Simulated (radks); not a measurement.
The numbers below are computed, except where a source is named.
Question: The mean radii <r> (bohr) of the occupied orbitals of an atom or ion are listed with their occupations. Code: a radial shooting solver on a logarithmic mesh with Libxc functionals. Model: scalar-relativistic Kohn-Sham, PBEsol, spin-polarised, spherical densities, finite nucleus; Fermi nuclear charge, rms radius of each element as measured or else 0.836 A^(1/3) + 0.57 fm.

orbital  occ.     <r>
1s          2  0.4186

Name the element and its charge. Open shells, if any, are filled with parallel spins first.

Answer: Z = 4, beryllium, charge +2: Be2+ in [He]. The 1s radius gives Z: for a bare nucleus <r> = (2 gamma + 1)/(2Z) with gamma = sqrt(1 - (Z/c)^2), 0.3749 bohr for Z = 4, and screening makes it slightly larger (0.4186 here). The occupations add up to 2, and the charge is Z minus that.
